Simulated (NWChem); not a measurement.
System: SiH2Cl2; SMILES Cl[SiH2]Cl

Parts of the log:

```
             Northwest Computational Chemistry Package (NWChem) 7.3.0
             --------------------------------------------------------

                             Geometry "geometry" -> ""
                             -------------------------

 Output coordinates in angstroms (scale by  1.889725989 to convert to a.u.)

  No.       Tag          Charge          X              Y              Z
 ---- ---------------- ---------- -------------- -------------- --------------
    1 Si                  14.0000    -0.01622176    -0.75423252     0.03294004
    2 Cl                  17.0000     1.65019324     0.36844548     0.01220004
    3 Cl                  17.0000    -1.63288176     0.43645548    -0.04735296
    4 H                    1.0000    -0.05454676    -1.50882452     1.27615604
    5 H                    1.0000    -0.01264376    -1.61523652    -1.13971696

 Effective nuclear repulsion energy (a.u.)     195.0222128716

                                Z-matrix (autoz)
                                --------

 Units are Angstrom for bonds and degrees for angles

      Type          Name      I     J     K     L     M      Value
      ----------- --------  ----- ----- ----- ----- ----- ----------
    1 Stretch                  1     2                       2.00942
    2 Stretch                  1     3                       2.00942
    3 Stretch                  1     4                       1.45481
    4 Stretch                  1     5                       1.45481
    5 Bend                     2     1     3               109.61693
    6 Bend                     2     1     4               108.69087
    7 Bend                     2     1     5               108.68121
    8 Bend                     3     1     4               108.68121
    9 Bend                     3     1     5               108.69091
   10 Bend                     4     1     5               112.45197

                           NWChem Geometry Optimization
                           ----------------------------

 maximum gradient threshold         (gmax) =   0.000450
 rms gradient threshold             (grms) =   0.000300
 maximum cartesian step threshold   (xmax) =   0.001800
 rms cartesian step threshold       (xrms) =   0.001200
 fixed trust radius                (trust) =   0.300000
 source of zmatrix                         =   autoz

          -------------------
          Energy Minimization
          -------------------

[...]

      ----------------------
      Optimization converged
      ----------------------

  Step       Energy      Delta E   Gmax     Grms     Xrms     Xmax
  ---- ---------------- -------- -------- -------- -------- --------
@    4   -1211.17206812 -6.9D-07  0.00005  0.00003  0.00063  0.00129
                                     ok       ok       ok       ok

                                Z-matrix (autoz)
                                --------

 Units are Angstrom for bonds and degrees for angles

      Type          Name      I     J     K     L     M      Value     Gradient
      ----------- --------  ----- ----- ----- ----- ----- ---------- ----------
    1 Stretch                  1     2                       2.06499   -0.00004
    2 Stretch                  1     3                       2.06499   -0.00004
    3 Stretch                  1     4                       1.47631    0.00005
    4 Stretch                  1     5                       1.47631    0.00005
    5 Bend                     2     1     3               110.81274   -0.00005
    6 Bend                     2     1     4               108.28782    0.00001
    7 Bend                     2     1     5               108.28778    0.00001
    8 Bend                     3     1     4               108.28778    0.00001
    9 Bend                     3     1     5               108.28782    0.00001
   10 Bend                     4     1     5               112.89666    0.00000

                         Geometry "geometry" -> "geometry"
                         ---------------------------------

 Output coordinates in angstroms (scale by  1.889725989 to convert to a.u.)

  No.       Tag          Charge          X              Y              Z
 ---- ---------------- ---------- -------------- -------------- --------------
    1 Si                  14.0000    -0.01628316    -0.75709419     0.03306505
    2 Cl                  17.0000     1.70815704     0.37872485     0.01281454
    3 Cl                  17.0000    -1.69035204     0.44911997    -0.04896979
    4 H                    1.0000    -0.05503307    -1.51794150     1.29762624
    5 H                    1.0000    -0.01258957    -1.62620173    -1.16030983

 Effective nuclear repulsion energy (a.u.)     189.6622167469

                Final and change from initial internal coordinates
                --------------------------------------------------

                                Z-matrix (autoz)
                                --------

 Units are Angstrom for bonds and degrees for angles

      Type          Name      I     J     K     L     M      Value       Change
      ----------- --------  ----- ----- ----- ----- ----- ---------- ----------
    1 Stretch                  1     2                       2.06499    0.05557
    2 Stretch                  1     3                       2.06499    0.05557
    3 Stretch                  1     4                       1.47631    0.02151
    4 Stretch                  1     5                       1.47631    0.02151
    5 Bend                     2     1     3               110.81274    1.19581
    6 Bend                     2     1     4               108.28782   -0.40305
    7 Bend                     2     1     5               108.28778   -0.39343
    8 Bend                     3     1     4               108.28778   -0.39343
    9 Bend                     3     1     5               108.28782   -0.40309
   10 Bend                     4     1     5               112.89666    0.44469

[...]
```

Level: B3LYP/6-31G* (spherical d). B3LYP is NWChem's, with the RPA form of VWN correlation.

**Question.** Reconstruct the input file.

**Answer.** This is not unique; one that fits is the input that was run:
```
start job
memory heap 200 mb stack 900 mb global 1100 mb
geometry units angstroms noautosym
  Si    -0.017117    -0.795856     0.034758
  Cl     1.649298     0.326822     0.014018
  Cl    -1.633777     0.394832    -0.045535
  H     -0.055442    -1.550448     1.277974
  H     -0.013539    -1.656860    -1.137899
end
basis spherical
  Si library 6-31g*
  Cl library 6-31g*
  H library 6-31g*
end
dft
  xc b3lyp
  iterations 150
end
driver
  maxiter 150
end
task dft optimize
```
